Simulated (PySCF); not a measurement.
## `InChI=1S/C7H9F/c1-4-5-6-7(2,3)8/h6H,1H2,2-3H3`

Molfile (atoms numbered from 1):
```
C7H9F
     RDKit          3D

 17 16  0  0  0  0  0  0  0  0999 V2000
    3.5011    0.6041   -0.1914 C   0  0  0  0  0  0  0  0  0  0  0  0
    2.3402    0.0042   -0.1574 C   0  0  0  0  0  0  0  0  0  0  0  0
    1.2331   -0.5939   -0.1310 C   0  0  0  0  0  0  0  0  0  0  0  0
    0.0680   -1.1914   -0.0961 C   0  0  0  0  0  0  0  0  0  0  0  0
   -1.2129   -0.5097    0.3105 C   0  0  0  0  0  0  0  0  0  0  0  0
   -1.0129    0.4596    1.4702 C   0  0  0  0  0  0  0  0  0  0  0  0
   -1.8595    0.1714   -0.8971 C   0  0  0  0  0  0  0  0  0  0  0  0
   -2.0936   -1.5072    0.7384 F   0  0  0  0  0  0  0  0  0  0  0  0
    3.6104    1.6366    0.1000 H   0  0  0  0  0  0  0  0  0  0  0  0
    4.3926    0.0882   -0.5100 H   0  0  0  0  0  0  0  0  0  0  0  0
   -0.0333   -2.2276   -0.3897 H   0  0  0  0  0  0  0  0  0  0  0  0
   -1.9629    0.9109    1.7464 H   0  0  0  0  0  0  0  0  0  0  0  0
   -0.3126    1.2369    1.1793 H   0  0  0  0  0  0  0  0  0  0  0  0
   -0.6134   -0.0717    2.3309 H   0  0  0  0  0  0  0  0  0  0  0  0
   -2.0280   -0.5561   -1.6881 H   0  0  0  0  0  0  0  0  0  0  0  0
   -1.2071    0.9567   -1.2678 H   0  0  0  0  0  0  0  0  0  0  0  0
   -2.8162    0.6010   -0.6084 H   0  0  0  0  0  0  0  0  0  0  0  0
  1  2  2  0
  2  3  2  0
  3  4  2  0
  4  5  1  0
  5  6  1  0
  5  7  1  0
  5  8  1  0
  1  9  1  0
  1 10  1  0
  4 11  1  0
  6 12  1  0
  6 13  1  0
  6 14  1  0
  7 15  1  0
  7 16  1  0
  7 17  1  0
M  END
```

Level of theory: PySCF 2.14.0, GIAO BHandHLYP/pcSseg-1 magnetisability, rotational g tensor and spin-rotation constants, non-relativistic, gas phase. Geometry: GFN2-xTB.

(1) What are the magnetisability and the molar susceptibility?

(2) Split it along the inertial axes a, b, c into diamagnetic and paramagnetic parts about the centre of mass, with the quadrupole moment.

(3) And the rotational g tensor?

Results:

(1) Isotropic -1185 × 10⁻³⁰ J/T², or -71.4 × 10⁻⁶ cm³/mol; principal values -1309, -1144, -1102 × 10⁻³⁰ J/T², anisotropy 190 × 10⁻³⁰ J/T² (root of half the summed squared differences of the principal values). The susceptibility is in cgs units.

(2) 
```tsv
axis	χ (10⁻⁶ cm³/mol)	diamagnetic (10⁻⁶ cm³/mol)	paramagnetic (10⁻⁶ cm³/mol)	summed x² of all electrons (Å²)	quadrupole Θ (D Å)
a	-66.8	-388.2	321.4	259.9	+0.90
b	-68.7	-1287.7	1219.0	47.8	+2.43
c	-78.6	-1305.3	1226.8	43.7	-3.33
```
Anisotropies 2χaa − χbb − χcc = +13.7 and 2χbb − χaa − χcc = +8.0 × 10⁻⁶ cm³/mol. Θ is traceless in Buckingham's convention.

(3) 
```tsv
axis	rotational constant (GHz)	g	nuclear part	electronic part
a	4.4639	-0.0387	0.6353	-0.6740
b	0.9914	-0.0081	0.5596	-0.5677
c	0.9787	-0.0019	0.5621	-0.5640
```
Asymmetric top; isotopes 12C, 19F, 1H; no vibrational averaging.
